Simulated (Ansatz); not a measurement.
Basis-set extrapolation for `BC1[SiH2][SiH2]1` (PBE0-D4/def2-TZVP geometry, frozen core, Ansatz). Multiplicity 1, RHF reference.

```
                      def2-TZVPP   def2-QZVPP
                 HF  -644.479097  -644.499828
    MP2 correlation    -0.521824    -0.556589
CCSD(T) correlation    -0.601976      not run
```

Energies in hartree. Use E(X) = E(∞) + A·exp(−7.88·√X) for Hartree–Fock and E(X) = E(∞) + B·X^(−2.97) for correlation, with X = 3 and 4, and add CCSD(T) minus MP2 of the smaller set to the MP2 limit.

Question: What is the CCSD(T) energy at the basis-set limit?

Answer: HF limit: -644.499828 + (-0.020731) × 0.13774 = -644.50268. MP2 limit: -0.556589 + (-0.034765) × 0.74074 = -0.58234. Higher-order term: -0.601976 − (-0.521824) = -0.08015. Total: -645.16517 hartree, 220.8 kJ/mol below CCSD(T)/def2-TZVPP.
